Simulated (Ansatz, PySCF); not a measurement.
Breaking the Si1–H2 bond in BrHSi (SMILES [SiH]Br) (multiplicity 1 held, fragments rigid). Energies count from the point at 1.524 Å.
Geometry at that point (charge 0, multiplicity 1):
```tsv
atom	x (Å)	y (Å)	z (Å)
Si	-0.8967	-0.7610	1.0622
H	-1.8925	-1.2293	0.0078
Br	0.4128	0.3395	-0.4251
```

Unrestricted levels (U-) break spin symmetry where that is lower. Active spaces are followed from a long bond inwards. Curves can end on different states.

Cores are frozen in the correlated methods. Filled d and f shells under p-block atoms count as core. Rows in 3-21G carry no dispersion term and start afresh at each structure; the Pople sets are all-electron and without relativity.

Programs: Ansatz (Gaussian basis) for Hartree–Fock, density functionals and correlated methods; PySCF for 3-21G rows. Values without a source in brackets are computed.

Energies in eV.

```csv
R (Å),R-HF/3-21G,U-SCS-MP2/def2-TZVPP,U-CCSD(T)/def2-TZVPP,"FIC-MRCISD+Q on CASSCF(2,2)/def2-TZVPP"
1.219,…,1.11,1.10,1.10
1.372,0.23,0.21,0.20,0.20
1.524,0.00,0.00,0.00,0.00
1.676,0.14,0.15,0.15,0.15
1.829,0.46,0.47,0.47,0.47
2.057,1.09,1.07,1.06,1.05
2.286,1.77,1.96,1.66,1.63
2.667,…,2.70,2.50,2.39
3.048,3.87,2.94,3.00,2.86
3.505,…,3.03,3.20,3.12
4.115,5.80,3.06,3.25,3.23
4.877,6.56,3.07,3.26,3.26
```

### Question
Fill in the missing entries.

### Answer

- 1.219, R-HF/3-21G: 1.21
- 2.667, R-HF/3-21G: 2.89
- 3.505, R-HF/3-21G: 4.84

Doubts at one or more of the structures used: a restricted determinant that unrestricted orbitals would lower (R-HF/3-21G); a spin-contaminated determinant (U-SCS-MP2/def2-TZVPP, U-CCSD(T)/def2-TZVPP); T1 above 0.05 (U-CCSD(T)/def2-TZVPP).

Ansatz is a program for electronic structure.
